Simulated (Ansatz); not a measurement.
`[CH2]1[SiH2][NH][SnH2]1`, relaxed with RKS PBE0-D4/def2-TZVP in the Gaussian-basis code of Ansatz from a PBE-D4/def2-SVP geometry. The force threshold is 0.005 eV/Å; the program also tests the step.

The species carries charge 0 and has multiplicity 1. Sn: def2 effective core potential.

Start:

```xyz
11

C     0.841   -0.964    0.130
Si    0.992    0.895   -0.294
N    -0.728    1.202   -0.197
Sn   -1.335   -0.730    0.290
H     1.310   -1.279    1.082
H     1.141   -1.667   -0.672
H     1.841    1.652    0.705
H     1.617    1.135   -1.651
H    -1.254    2.066   -0.335
H    -2.076   -0.849    1.856
H    -2.350   -1.462   -0.914
```

```csv
step,energy (eV),largest force (eV/Å),largest move (Å)
1,-16345.5214,0.631,0.000
2,-16345.5852,0.322,0.073
3,-16345.5958,0.162,0.024
4,-16345.5967,0.063,0.009
5,-16345.5969,0.004,0.003
```

End:

```xyz
11

C     0.829   -0.960    0.131
Si    0.972    0.878   -0.288
N    -0.718    1.182   -0.192
Sn   -1.308   -0.714    0.285
H     1.297   -1.267    1.066
H     1.128   -1.647   -0.661
H     1.805    1.633    0.696
H     1.581    1.121   -1.630
H    -1.233    2.034   -0.330
H    -2.044   -0.828    1.825
H    -2.310   -1.431   -0.902
```

Run time 36 s (4 threads of an Arm Neoverse N1 on a shared host); peak host memory 0.52 GiB.
